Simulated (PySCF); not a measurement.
Species: C₅H₄F₄O₂.
InChI=1S/C5H4F4O2/c6-1-2-10-3-4(7)11-5(8)9/h1-3,5H/b2-1-,4-3-

Torsions of this conformer, `[F:1]/[CH:2]=[CH:3]\[O:4]/[CH:5]=[C:6](/[F:7])[O:8][CH:9]([F:10])[F:11]`: C2–C3–O4–C5 -3°, C3–O4–C5–C6 174°, C5–C6–O8–C9 117°, C6–O8–C9–F10 -73°.

The closed-shell ground state was solved at several levels (PySCF, density fitting, gas phase, non-relativistic). One conformer (not necessarily the lowest) at the PBE0-D3(BJ)/def2-SVP geometry, without solvent, vibrations or thermal averaging.

| level | basis functions | total energy (Eh) | HOMO (eV) | LUMO (eV) | gap (eV) | dipole (D) |
| --- | --- | --- | --- | --- | --- | --- |
| wB97X-D/pcSseg-2 | 452 | -742.7535 | -8.34 | 1.75 | 10.09 | 1.52 |
| PBE0/pcSseg-1 | 207 | -741.8494 | -6.51 | 0.00 | 6.51 | 1.56 |
| wB97X-D/def2-SVPD | 270 | -741.9306 | -8.45 | 1.67 | 10.12 | 1.59 |

Q: What might B3LYP/pcJ-1 (337 basis functions) give for the same quantities?

A: Total energy -742.6783 Eh, HOMO -6.30 eV, LUMO -0.25 eV, gap 6.05 eV, dipole 1.57 D.

Q: Over all these levels, which gives the widest orbital gap and which the narrowest?

A: wB97X-D/def2-SVPD (range-separated hybrid) has the widest, 10.12 eV, and B3LYP/pcJ-1 (global hybrid, 20 % exact exchange) the narrowest, 6.05 eV. Functional and basis both differ between the two, so the spread mixes both effects.

Q: How far do the dipole and the HOMO energy spread over the levels?

A: The dipole runs from 1.52 to 1.59 D (mean 1.56 D) and the HOMO from -8.45 to -6.30 eV.

wB97X-D is run here without its empirical dispersion term; that term would change no orbital, density or response property at a fixed geometry.
